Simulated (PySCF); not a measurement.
A side-by-side comparison of computed properties.

First species: C5H11ClOSi.
SMILES: `CC[Si@H](CCl)CC=O`

Second species: C7H7N.
SMILES: `C=C/C=C(/C#N)C=C`

Levels: PBE0/pcSseg-1 for dipole moment, HOMO energy, LUMO energy and HOMO–LUMO gap; GFN2-xTB for rotational constant A and rotational constant C. Geometries: GFN2-xTB. All species are isolated and taken at one optimised geometry, non-relativistic unless stated. Electronic properties by PySCF.

The conformers computed, where there is a choice (atom-mapped SMILES and torsion angles):
- `[CH3:1][CH2:2][Si@H:3]([CH2:4][Cl:5])[CH2:6][CH:7]=[O:8]`: C1–C2–Si3–C4 179°, C2–Si3–C4–Cl5 -61°, C2–Si3–C6–C7 164°, Si3–C6–C7–O8 86°
- `[CH2:1]=[CH:2]/[CH:3]=[C:4](/[C:5]#[N:6])[CH:7]=[CH2:8]`: C1–C2–C3–C4 180°, C3–C4–C7–C8 180°

Values for the first species:

- Dipole moment: 2.92 D
- HOMO energy: -7.30 eV
- LUMO energy: -0.68 eV
- HOMO–LUMO gap: 6.62 eV
- Rotational constant A: 1.264 GHz
- Rotational constant C: 0.689 GHz

(1) Estimate the same properties for the second species, and the change in each.

## Answers

(1) 
```csv
property,first,second,second less first
dipole moment,2.92 D,4.37 D,+1.45 D
HOMO energy,-7.30 eV,-6.93 eV,+0.37 eV
LUMO energy,-0.68 eV,-2.34 eV,-1.66 eV
HOMO–LUMO gap,6.62 eV,4.59 eV,-2.03 eV
rotational constant A,1.264 GHz,3.568 GHz,+2.304 GHz
rotational constant C,0.689 GHz,0.940 GHz,+0.251 GHz
```

On the first: The dipole matches unit charges of opposite sign 0.61 Å apart (1 e·Å = 4.8032 D).

On the second: The dipole matches unit charges of opposite sign 0.91 Å apart (1 e·Å = 4.8032 D).
